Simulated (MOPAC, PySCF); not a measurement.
H8BNSi2, SMILES `NB([SiH3])[SiH3]`, neutral singlet in the gas phase. 

Z-matrix (Å, degrees):
```
B
N 1 1.3902
H 2 1.0096 1 123.61
H 2 1.0096 3 112.79 1 -180.00
Si 1 2.0205 2 118.85 3 180.00
H 5 1.4863 1 111.21 2 -120.69
H 5 1.4864 6 107.12 1 121.68
H 5 1.4907 6 107.69 7 115.58
Si 1 2.0205 2 118.85 3 -0.03
H 9 1.4863 1 111.23 2 120.93
H 9 1.4864 10 107.12 1 -121.66
H 9 1.4907 10 107.70 11 -115.58
```
Charge 0, multiplicity 1.

All levels are single points at this geometry (B3LYP-D3(BJ)/def2-TZVP); Pople sets use spherical d functions. Orbital energies aren't observables, and empty levels follow the basis.

```json
[
 {"level": "B3LYP-D3(BJ)/def2-TZVP in PySCF", "HOMO (eV)": "-7.19", "LUMO (eV)": "-1.23", "gap (eV)": "5.96", "dipole (D)": "2.62", "vertical IE, Delta-SCF (eV)": "9.25"},
 {"level": "PBE-D3(BJ)/def2-TZVP in PySCF", "HOMO (eV)": "-6.25", "LUMO (eV)": "-1.99", "gap (eV)": "4.26", "dipole (D)": "2.68", "vertical IE, Delta-SCF (eV)": "9.03"},
 {"level": "B3LYP/3-21G in PySCF", "HOMO (eV)": "-7.13", "LUMO (eV)": "-0.60", "gap (eV)": "6.53", "dipole (D)": "3.03", "vertical IE, Delta-SCF (eV)": "–"},
 {"level": "B3LYP/6-311+G** in PySCF", "HOMO (eV)": "-7.23", "LUMO (eV)": "-1.22", "gap (eV)": "6.01", "dipole (D)": "2.56", "vertical IE, Delta-SCF (eV)": "–"},
 {"level": "B3LYP/6-31G* in PySCF", "HOMO (eV)": "-7.03", "LUMO (eV)": "-0.86", "gap (eV)": "6.17", "dipole (D)": "2.87", "vertical IE, Delta-SCF (eV)": "9.16"},
 {"level": "B3LYP/LANL2DZ in PySCF", "HOMO (eV)": "-7.24", "LUMO (eV)": "-0.73", "gap (eV)": "6.52", "dipole (D)": "2.76", "vertical IE, Delta-SCF (eV)": "–"},
 {"level": "SVWN5/6-31G* in PySCF", "HOMO (eV)": "-6.15", "LUMO (eV)": "-1.79", "gap (eV)": "4.36", "dipole (D)": "2.97", "vertical IE, Delta-SCF (eV)": "9.06"},
 {"level": "HF/3-21G in PySCF", "HOMO (eV)": "-9.99", "LUMO (eV)": "2.90", "gap (eV)": "12.89", "dipole (D)": "2.81", "vertical IE, Delta-SCF (eV)": "–"},
 {"level": "HF/6-31G* in PySCF", "HOMO (eV)": "-9.99", "LUMO (eV)": "2.82", "gap (eV)": "12.80", "dipole (D)": "2.65", "vertical IE, Delta-SCF (eV)": "8.67"},
 {"level": "AM1 in MOPAC", "HOMO (eV)": "-9.38", "LUMO (eV)": "0.59", "gap (eV)": "9.97", "dipole (D)": "2.23", "vertical IE, Delta-SCF (eV)": "–"},
 {"level": "PM3 in MOPAC", "HOMO (eV)": "-9.22", "LUMO (eV)": "0.83", "gap (eV)": "10.06", "dipole (D)": "2.65", "vertical IE, Delta-SCF (eV)": "–"},
 {"level": "PM6 in MOPAC", "HOMO (eV)": "-8.48", "LUMO (eV)": "-0.41", "gap (eV)": "8.07", "dipole (D)": "2.70", "vertical IE, Delta-SCF (eV)": "–"},
 {"level": "PM7 in MOPAC", "HOMO (eV)": "-9.81", "LUMO (eV)": "-0.42", "gap (eV)": "9.39", "dipole (D)": "2.88", "vertical IE, Delta-SCF (eV)": "–"}
]
```
